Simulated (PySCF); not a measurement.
Numbering as in the mapped SMILES `[CH2:1]=[CH:2][CH2:3][BH:4][CH:5]1[CH2:6][CH2:7]1`; H(Xn) means a hydrogen on atom n. Ha(C6), Ha(C7) are cis to B4 on the ring; Ha(C1) is cis to C3; Hb(C6), Hb(C7) are trans to B4 on the ring; Hb(C1) is trans to C3.

Rapidly exchanging positions averaged, gas phase, single conformer, non-relativistic Hamiltonian. Geometry from PBE0-D3(BJ)/def2-SVP; σ from GIAO-PBE0/pcSseg-1; PySCF 2.14.

δ = σ(ref) − σ, references computed at the same level: ¹³C (σ = 184.41 ppm) against TMS.

Question: Do the ¹³C shifts follow the atomic charges (in e)? Tabulate both.

Answer: 
| atoms | hybridisation | δ (ppm) | σ para (ppm) | Hirshfeld | IAO | Mulliken | ESP-fitted |
| --- | --- | --- | --- | --- | --- | --- | --- |
| C2 | sp2 | 147.6 | -220 | -0.03 | -0.12 | -0.24 | +0.09 |
| C1 | sp2 | 120.5 | -191 | -0.12 | -0.33 | -0.18 | -0.64 |
| C3 | sp3 | 39.6 | -107 | -0.14 | -0.41 | -0.41 | -0.42 |
| C5 | sp3 | 12.9 | -78 | -0.12 | -0.28 | -0.47 | -0.15 |
| C6/C7 | sp3 | 11.2 | -80 | -0.07 | -0.26 | -0.20 | -0.29 |

Correlation coefficients of δ with charge over these carbons: Hirshfeld +0.47, IAO +0.45, Mulliken +0.54, ESP-fitted +0.11; with the paramagnetic shielding -1.00. With so few points, grouped by hybridisation, these coefficients are fragile. Charge is one influence among several: hybridisation and low-lying excitations act through the paramagnetic term.

A carbon bonded to boron is broadened by the quadrupolar boron nucleus and is often missing from a measured spectrum. Shifts are as computed. Against solution values, carbons near 30 ppm lie about +2 ppm off and those near 130 ppm about +5 ppm. Of 1309 compounds with measured shifts, 239 miss one by over three times the rms of a fit or turn the order of signals round; such compounds aren't used in these exercises.
